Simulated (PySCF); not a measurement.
# Nb (niobium, neutral) across methods

[Kr] 4d4 5s1, high-spin 6D determinant. Computed with PySCF 2.14 in def2-QZVPPD with the def2 core potential (28 electrons), with scalar relativity through the core potential. The B2PLYP total includes its PT2 part (frozen core); its orbital energies are those of the SCF part.

```
method  E (hartree)  mean ε 4p β (eV)  mean ε 5s α (eV)  mean ε 4d α (eV)  Σ⟨r²⟩ (bohr²)   ⟨S²⟩
 B3LYP     -56.8430           -35.035            -4.879            -4.460          53.68  8.751
  MN15     -56.7132           -36.007            -5.553            -5.260          53.43  8.752
   PBE     -56.8415           -33.289            -4.519            -3.676          53.83  8.751
r2SCAN     -56.8624           -33.881            -4.749            -3.886          53.07  8.752
B2PLYP     -56.6528           -37.273            -5.359            -5.776          53.64  8.752
  PBE0     -56.8214           -35.300            -5.040            -4.810          53.37  8.751
   LDA     -56.6832           -33.342            -4.734            -3.757          53.92  8.750
   UHF    -56.33029           -40.425            -6.258            -7.890          53.89  8.755
```

Question: Estimate the same row for PBEsol.

Answer: E (hartree) = -56.7356; mean ε 4p β (eV) = -33.221; mean ε 5s α (eV) = -4.579; mean ε 4d α (eV) = -3.669; Σ⟨r²⟩ (bohr²) = 53.66; ⟨S²⟩ = 8.751.

Energies and moments cover only the electrons outside the core potential.
